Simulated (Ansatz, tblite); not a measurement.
Removing and adding an electron: the cluster InO₂H. The state is a singlet with charge 0. Geometry: PBE0-D4/def2-TZVP. Ansatz, gas phase; energy differences of separate SCF runs; the oxidised species was run as a doublet alone; the reduced species was run as a doublet alone.

```csv
atom,x (Å),y (Å),z (Å)
In1,0.0546,-1.3833,1.2124
O2,-0.4024,0.6787,-0.1138
O3,0.9271,0.0715,-0.0388
H4,-0.5793,0.6331,-1.0598
```

In the def2 sets In takes a core potential; there is no spin–orbit coupling. The xTB rows come from tblite. Correlated methods freeze 6 core orbitals; core or outer-core shells of In are correlated, in sets that lack core-valence functions. In CCSD on the charge 1 doublet the largest single amplitude is 0.15, so its Hartree–Fock determinant may place the open shell otherwise than the density functionals do. The structure holds one bond between oxygen atoms, so isomers without such links may lie far lower. The structure comes from a short search, and lower isomers may exist.

Question: Estimate orbital energies and vertical ionisation energies and electron affinities at: GFN1-xTB; GFN2-xTB; HF/def2-TZVPD; HF/def2-TZVPP; LDA (SPW92)/def2-TZVP; r2SCAN-D4/def2-TZVP; r2SCAN-D4/def2-TZVPD; r2SCANh-D4/def2-TZVP; PBE0-D4/def2-TZVP; r2SCAN0-D4/def2-TZVP; ωB97X-V/def2-TZVP; MP2/def2-TZVPP; CCSD/def2-TZVPD; CCSD/def2-TZVPP; CCSD(T)/def2-TZVPD; CCSD(T)/def2-TZVPP.

Answer: 
```json
{"level": "GFN1-xTB", "−HOMO (eV)": "10.46", "vertical IE (eV)": "14.87", "−LUMO (eV)": "4.24", "vertical EA (eV)": "1.81", "HOMO–LUMO gap (eV)": "6.22", "IE − EA (eV)": "13.06", "remarks": "–"}
{"level": "GFN2-xTB", "−HOMO (eV)": "10.17", "vertical IE (eV)": "14.48", "−LUMO (eV)": "4.65", "vertical EA (eV)": "1.46", "HOMO–LUMO gap (eV)": "5.52", "IE − EA (eV)": "13.02", "remarks": "–"}
{"level": "HF/def2-TZVPD", "−HOMO (eV)": "–", "vertical IE (eV)": "–", "−LUMO (eV)": "–", "vertical EA (eV)": "-0.32", "HOMO–LUMO gap (eV)": "–", "IE − EA (eV)": "–", "remarks": "HOMO above zero (-1 doublet)"}
{"level": "HF/def2-TZVPP", "−HOMO (eV)": "–", "vertical IE (eV)": "7.83", "−LUMO (eV)": "–", "vertical EA (eV)": "–", "HOMO–LUMO gap (eV)": "–", "IE − EA (eV)": "–", "remarks": "spin-contaminated (⟨S²⟩ 0.87) (+1 doublet)"}
{"level": "LDA (SPW92)/def2-TZVP", "−HOMO (eV)": "5.27", "vertical IE (eV)": "8.88", "−LUMO (eV)": "2.25", "vertical EA (eV)": "–", "HOMO–LUMO gap (eV)": "3.02", "IE − EA (eV)": "–", "remarks": "–"}
{"level": "r2SCAN-D4/def2-TZVP", "−HOMO (eV)": "5.34", "vertical IE (eV)": "8.62", "−LUMO (eV)": "1.86", "vertical EA (eV)": "–", "HOMO–LUMO gap (eV)": "3.48", "IE − EA (eV)": "–", "remarks": "–"}
{"level": "r2SCAN-D4/def2-TZVPD", "−HOMO (eV)": "5.42", "vertical IE (eV)": "–", "−LUMO (eV)": "1.90", "vertical EA (eV)": "0.05", "HOMO–LUMO gap (eV)": "3.52", "IE − EA (eV)": "–", "remarks": "HOMO above zero (-1 doublet)"}
{"level": "r2SCANh-D4/def2-TZVP", "−HOMO (eV)": "5.90", "vertical IE (eV)": "8.67", "−LUMO (eV)": "1.63", "vertical EA (eV)": "–", "HOMO–LUMO gap (eV)": "4.27", "IE − EA (eV)": "–", "remarks": "–"}
{"level": "PBE0-D4/def2-TZVP", "−HOMO (eV)": "6.50", "vertical IE (eV)": "8.69", "−LUMO (eV)": "1.42", "vertical EA (eV)": "–", "HOMO–LUMO gap (eV)": "5.08", "IE − EA (eV)": "–", "remarks": "–"}
{"level": "r2SCAN0-D4/def2-TZVP", "−HOMO (eV)": "6.74", "vertical IE (eV)": "8.73", "−LUMO (eV)": "1.31", "vertical EA (eV)": "–", "HOMO–LUMO gap (eV)": "5.42", "IE − EA (eV)": "–", "remarks": "–"}
{"level": "ωB97X-V/def2-TZVP", "−HOMO (eV)": "8.84", "vertical IE (eV)": "8.85", "−LUMO (eV)": "-0.25", "vertical EA (eV)": "–", "HOMO–LUMO gap (eV)": "9.09", "IE − EA (eV)": "–", "remarks": "–"}
{"level": "MP2/def2-TZVPP", "−HOMO (eV)": "–", "vertical IE (eV)": "9.37", "−LUMO (eV)": "–", "vertical EA (eV)": "–", "HOMO–LUMO gap (eV)": "–", "IE − EA (eV)": "–", "remarks": "spin-contaminated (⟨S²⟩ 0.87) (+1 doublet)"}
{"level": "CCSD/def2-TZVPD", "−HOMO (eV)": "–", "vertical IE (eV)": "–", "−LUMO (eV)": "–", "vertical EA (eV)": "-0.12", "HOMO–LUMO gap (eV)": "–", "IE − EA (eV)": "–", "remarks": "HOMO above zero (-1 doublet), large T1 (0.020) (singlet)"}
{"level": "CCSD/def2-TZVPP", "−HOMO (eV)": "–", "vertical IE (eV)": "8.80", "−LUMO (eV)": "–", "vertical EA (eV)": "–", "HOMO–LUMO gap (eV)": "–", "IE − EA (eV)": "–", "remarks": "spin-contaminated (⟨S²⟩ 0.87) (+1 doublet)"}
{"level": "CCSD(T)/def2-TZVPD", "−HOMO (eV)": "–", "vertical IE (eV)": "–", "−LUMO (eV)": "–", "vertical EA (eV)": "-0.11", "HOMO–LUMO gap (eV)": "–", "IE − EA (eV)": "–", "remarks": "HOMO above zero (-1 doublet), large T1 (0.020) (singlet)"}
{"level": "CCSD(T)/def2-TZVPP", "−HOMO (eV)": "–", "vertical IE (eV)": "8.82", "−LUMO (eV)": "–", "vertical EA (eV)": "–", "HOMO–LUMO gap (eV)": "–", "IE − EA (eV)": "–", "remarks": "spin-contaminated (⟨S²⟩ 0.87) (+1 doublet)"}
```

Relaxing the oxidised species (PBE0-D4/def2-TZVP) changes its energy by -1.07 eV at PBE0-D4/def2-TZVP, so the adiabatic ionisation energy to this nearest minimum is 7.62 eV. At PBE-D4/def2-TZVP it is 7.68 eV.  Relaxing the reduced species (PBE0-D4/def2-TZVPD) changes its energy by -0.26 eV at PBE0-D4/def2-TZVPD, so the adiabatic electron affinity to this nearest minimum is 0.26 eV. At PBE-D4/def2-TZVPD it is 0.31 eV. The highest occupied level of the relaxed charge -1 doublet lies above zero (up to 0.90 eV). By energy differences its removal costs 0.26 eV (each at its own geometry, to the charge 0 singlet, at PBE0-D4/def2-TZVPD); the vertical value is larger still, so the positive level points to self-interaction error.     A HOMO above zero means that the electron is unbound at that level or that self-interaction error raises the level; the energy of removing that electron tells which. Raw xTB energy differences between charge states are shifted by several eV; the methods need an empirical correction for them. A negative affinity means that the extra electron isn't bound; its size then hangs on the basis.
